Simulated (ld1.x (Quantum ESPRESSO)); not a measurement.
# Al, ultrasoft: configuration errors across variants

- Element: aluminium (Al)
- Generator: ld1.x (Quantum ESPRESSO) 7.5
- Type: ultrasoft
- Functional: PBE
- Relativity: scalar-relativistic
- Frozen core: [Ne]
- Valence charge: 3
- Reference configuration: 3s2 3p1
- Partial waves: 3s (bound): rcut 1.95, rcutus 2.05 bohr; 3s channel at -0.2 Ry: rcut 1.95, rcutus 2.05 bohr; 3p (bound): rcut 2.05, rcutus 2.75 bohr; 3p channel at 1.05 Ry: rcut 2.05, rcutus 2.75 bohr; 3d channel at -0.1 Ry: rcut 2.05, rcutus 2.60 bohr
- Local potential: all-electron potential smoothed inside 2.75 bohr (lloc = -1)
- Core correction: none
- Augmentation charge: built from norm-conserving waves at rcut, not smoothed further

All-electron excitation energies from the reference (eV): (1) 3s2 3p0 5.761; (2) 3s1 3p0 24.987; (3) 3s2 3p0.5 2.086; (4) 3s1 3p2 5.139; (5) 3s2 3p1.3 -0.575; (6) 3s1 3p1 11.571; (7) 3s0 3p3 10.451.

The overlap operator is not positive definite (basis up to 400 Ry) in “all radii scaled by about 1.26 (s 2.58, p 3.46, d 3.28 bohr, rcut 2.46/2.58/2.58); local potential all-electron potential smoothed inside 3.46 bohr (lloc = -1)”, “all radii scaled by about 1.38 (s 2.84, p 3.80, d 3.60 bohr, rcut 2.70/2.84/2.84); local potential all-electron potential smoothed inside 3.80 bohr (lloc = -1)”. Such files are unfit for use, however small their errors in these radial tests.

Errors AE − PS in meV (a dash: test not solved or not reliable):

| change | (1) | (2) | (3) | (4) | (5) | (6) | (7) | bound ghosts |
| --- | --- | --- | --- | --- | --- | --- | --- | --- |
| base | -3.5 | +16 | -0.7 | +6.4 | -0.1 | +7.8 | +29 | none |
| all radii scaled by about 0.87 (s 1.78, p 2.38, d 2.26 bohr, rcut 1.68/1.78/1.78); local potential all-electron potential smoothed inside 2.38 bohr (lloc = -1) | -3.7 | +14 | -0.7 | +7.4 | -0.1 | +8.1 | +34 | none |
| all radii scaled by about 1.26 (s 2.58, p 3.46, d 3.28 bohr, rcut 2.46/2.58/2.58); local potential all-electron potential smoothed inside 3.46 bohr (lloc = -1) | -2.7 | +11 | -3.9 | -1.0 | -1.6 | -37 | -1.7 | not determined (overlap not positive) |
| all radii scaled by about 1.38 (s 2.84, p 3.80, d 3.60 bohr, rcut 2.70/2.84/2.84); local potential all-electron potential smoothed inside 3.80 bohr (lloc = -1) | -3.0 | +5.8 | -37 | -31 | – | -180 | -67 | not determined (overlap not positive) |

Task: Give the same row for: all radii scaled by about 1.11 (s 2.28, p 3.06, d 2.90 bohr, rcut 2.18/2.28/2.28); local potential all-electron potential smoothed inside 3.06 bohr (lloc = -1).

Result: -2.8, +16, -0.5, +6.7, 0.0, +7.0, +30; bound ghosts: none.
